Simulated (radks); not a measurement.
The strontium ion Sr2+ inside a hard spherical wall (all orbitals vanish at R), configuration held at [Kr] and not refilled when levels cross. Method: scalar-relativistic Kohn-Sham, PBE, spin-polarised, spherical densities, finite nucleus; Fermi nuclear charge, rms radius 4.224 fm; computed with a radial shooting solver on a logarithmic mesh with Libxc functionals. Eigenvalues in eV for spin up, with the zero of energy where the potential of the charges vanishes at infinity; a dash marks a level that is unbound or too diffuse for the functional's potential to be trusted. A positive occupied level is held by the wall or, in an anion where self-interaction has pushed it up, behind a barrier. The pressure on the wall is -dE/dV.

| R (bohr) | E (hartree) | kinetic (hartree) | e(3p) | e(3d) | e(4s) | e(4p) | e(5s, empty) | e(4d, empty) | pressure (GPa) |
|---|---|---|---|---|---|---|---|---|---|
| free | -3178.84053 | 3259.811 | -270.21 | -142.07 | -54.724 | -36.517 | -13.595 | -13.290 | 0 |
| 12 | -3178.84053 | 3259.811 | -270.21 | -142.07 | -54.724 | -36.517 | -13.595 | -13.290 | < 0.0001 |
| 8 | -3178.84053 | 3259.811 | -270.21 | -142.07 | -54.724 | -36.517 | -13.547 | -13.282 | < 0.0001 |
| 6 | -3178.84040 | 3259.813 | -270.21 | -142.06 | -54.718 | -36.511 | -12.884 | -13.142 | 0.0240 |
| 5 | -3178.83836 | 3259.839 | -270.13 | -141.99 | -54.660 | -36.450 | -11.068 | -12.693 | 0.562 |
| 4 | -3178.80786 | 3260.124 | -269.40 | -141.26 | -54.128 | -35.865 | -4.631 | -10.862 | 12.7 |
| 3.5 | -3178.71898 | 3260.795 | -267.92 | -139.79 | -53.059 | -34.641 | 3.680 | -8.265 | 60.5 |
| 2.5 | -3177.22689 | 3268.671 | -255.48 | -127.44 | -42.840 | -22.432 | 58.619 | 10.674 | 1570 |
| 2 | -3172.82876 | 3286.281 | -236.31 | -108.42 | -21.359 | 2.840 | 149.33 | 43.764 | 9470 |
| 1.5 | -3154.07396 | 3348.178 | -192.44 | -63.958 | 55.174 | 87.852 | 403.15 | 140.02 | 78100 |
